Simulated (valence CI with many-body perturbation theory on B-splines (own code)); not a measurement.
**Level structure of Si⁸⁺**

Level of theory: configuration interaction combined with many-body perturbation theory (CI+MBPT): four valence electrons over a frozen Dirac-Fock core [He], radial functions for each j: 9 s, 9 p, 8 d, 6 f, 3 g, 1 h, with the one-electron correlation potential Σ1, the two-electron term Σ2, the three-electron term Σ3, Breit, model QED; selected CI, second order for the rest, scaled by the run's own slope (own B-spline code, finite nucleus).

No measured spectrum was set against this ion. As an estimate, levels of excited configurations hold to 0.05 to 0.15 % of their energy, terms of the ground configuration to about 0.5 %. Among the levels kept, up to 280 cm⁻¹ of a level comes from second order outside the variational space, and about a tenth of that is noise between levels of different J, which matters for small intervals.

Levels 1 to 38 of 38, with energies above the lowest level, 2s²2p² ³P_0. "Leading %" is the weight of the configuration and term that name the level; weights of strongly mixed levels are sums over their largest components and can fall short, so below about 35 % the name and the second component can differ from the true leading terms, or belong to a minority configuration. In the jj column 3d3/2^4 stands for four electrons in 3d with j = 3/2. Lifetimes count E1, E2, E3, M1 and M2 decay at the calculated energies, and are blank where another channel may lead or the interval is too uncertain; long ones can be off by a factor of two.

| No. | Configuration | Term | J | E (eV) | Leading % | Leading jj | Lifetime |
| --- | --- | --- | --- | --- | --- | --- | --- |
| 1 | 2s²2p² | ³P | 0 | 0.00 | 98 | 2s^2 2p1/2^2 (71 %) |  |
| 2 | 2s²2p² | ³P | 1 | 0.31 | 98 | 2s^2 2p1/2 2p3/2 (98 %) | 3.39 s |
| 3 | 2s²2p² | ³P | 2 | 0.79 | 98 | 2s^2 2p3/2^2 (59 %) | 1.28 s |
| 4 | 2s²2p² | ¹D | 2 | 6.58 | 98 | 2s^2 2p1/2 2p3/2 (59 %) | 38.3 ms |
| 5 | 2s²2p² | ¹S | 0 | 13.40 | 95 | 2s^2 2p3/2^2 (68 %) |  |
| 6 | 2s2p³ | ⁵S° | 2 | 18.60 | 100 | 2s 2p1/2 2p3/2^2 (55 %) | 4.77 μs |
| 7 | 2s2p³ | ³D° | 3 | 36.24 | 100 | 2s 2p1/2 2p3/2^2 (100 %) | 445 ps |
| 8 | 2s2p³ | ³D° | 2 | 36.25 | 99 | 2s 2p1/2 2p3/2^2 (66 %) | 426 ps |
| 9 | 2s2p³ | ³D° | 1 | 36.27 | 99 | 2s 2p1/2 2p3/2^2 (44 %) | 415 ps |
| 10 | 2s2p³ | ³P° | 1 | 42.68 | 99 | 2s 2p1/2 2p3/2^2 (66 %) | 166 ps |
| 11 | 2s2p³ | ³P° | 0 | 42.68 | 100 | 2s 2p1/2 2p3/2^2 (100 %) | 164 ps |
| 12 | 2s2p³ | ³P° | 2 | 42.69 | 99 | 2s 2p3/2^3 (54 %) | 169 ps |
| 13 | 2s2p³ | ¹D° | 2 | 54.65 | 99 | 2s 2p1/2 2p3/2^2 (77 %) | 56.2 ps |
| 14 | 2s2p³ | ³S° | 1 | 55.46 | 99 | 2s 2p1/2 2p3/2^2 (55 %) | 27.2 ps |
| 15 | 2s2p³ | ¹P° | 1 | 61.16 | 99 | 2s 2p3/2^3 (38 %) | 34.7 ps |
| 16 | 2p⁴ | ³P | 2 | 83.69 | 98 | 2p1/2^2 2p3/2^2 (71 %) | 48.4 ps |
| 17 | 2p⁴ | ³P | 1 | 84.25 | 98 | 2p1/2 2p3/2^3 (98 %) | 47.7 ps |
| 18 | 2p⁴ | ³P | 0 | 84.47 | 98 | 2p3/2^4 (61 %) | 47.5 ps |
| 19 | 2p⁴ | ¹D | 2 | 89.25 | 97 | 2p1/2 2p3/2^3 (71 %) | 92.6 ps |
| 20 | 2p⁴ | ¹S | 0 | 101.70 | 94 | 2p1/2^2 2p3/2^2 (59 %) | 41.1 ps |
| 21 | 2s²2p3s | ³P° | 0 | 201.01 | 95 | 2s^2 2p1/2 3s (95 %) | 8.58 ps |
| 22 | 2s²2p3s | ³P° | 1 | 201.21 | 92 | 2s^2 2p1/2 3s (79 %) | 8.38 ps |
| 23 | 2s²2p3s | ³P° | 2 | 201.86 | 95 | 2s^2 2p3/2 3s (95 %) | 8.52 ps |
| 24 | 2s²2p3s | ¹P° | 1 | 203.40 | 92 | 2s^2 2p3/2 3s (79 %) | 5.32 ps |
| 25 | 2s²2p3p | ¹P | 1 | 210.08 | 81 | 2s^2 2p1/2 3p1/2 (56 %) | 316 ps |
| 26 | 2s²2p3p | ³D | 1 | 210.99 | 82 | 2s^2 2p1/2 3p1/2 (36 %) | 283 ps |
| 27 | 2s²2p3p | ³D | 2 | 211.20 | 94 | 2s^2 2p1/2 3p3/2 (56 %) | 283 ps |
| 28 | 2s²2p3p | ³D | 3 | 211.75 | 95 | 2s^2 2p3/2 3p3/2 (95 %) | 286 ps |
| 29 | 2s²2p3p | ³S | 1 | 212.66 | 85 | 2s^2 2p3/2 3p3/2 (45 %) | 91.4 ps |
| 30 | 2s²2p3p | ³P | 0 | 213.19 | 88 | 2s^2 2p1/2 3p1/2 (65 %) | 55.6 ps |
| 31 | 2s²2p3p | ³P | 1 | 213.49 | 80 | 2s^2 2p3/2 3p1/2 (66 %) | 57.8 ps |
| 32 | 2s²2p3p | ³P | 2 | 213.74 | 87 | 2s^2 2p3/2 3p3/2 (52 %) | 56.3 ps |
| 33 | 2s²2p3p | ¹D | 2 | 216.60 | 94 | 2s^2 2p3/2 3p3/2 (39 %) | 190 ps |
| 34 | 2s²2p3p | ¹S | 0 | 220.01 | 95 | 2s^2 2p3/2 3p3/2 (69 %) | 76.8 ps |
| 35 | 2s2p²3s | ⁵P | 1 | 221.20 | 99 | 2s 2p1/2 2p3/2 3s (41 %) | 11.1 ps |
| 36 | 2s2p²3s | ⁵P | 2 | 221.49 | 99 | 2s 2p1/2 2p3/2 3s (84 %) | 11.0 ps |
| 37 | 2s²2p3d | ³F° | 2 | 221.85 | 67 | 2s^2 2p1/2 3d3/2 (92 %) | 8.14 ps |
| 38 | 2s2p²3s | ⁵P | 3 | 221.89 | 99 | 2s 2p3/2^2 3s (63 %) | 10.9 ps |

Names give the largest LS component (configuration and term), which can be under half, so a name can repeat, a term be missing and a line seem to break the LS rules; names also repeat where a configuration has a term twice.

The ionisation energy to 2s²2p ²P°1/2 of the next ion comes out as 351.19 eV (NIST: 351.28 ± 0.06 eV (semi-empirical)). All 38 levels together are meant to be complete up to 222.04 eV.
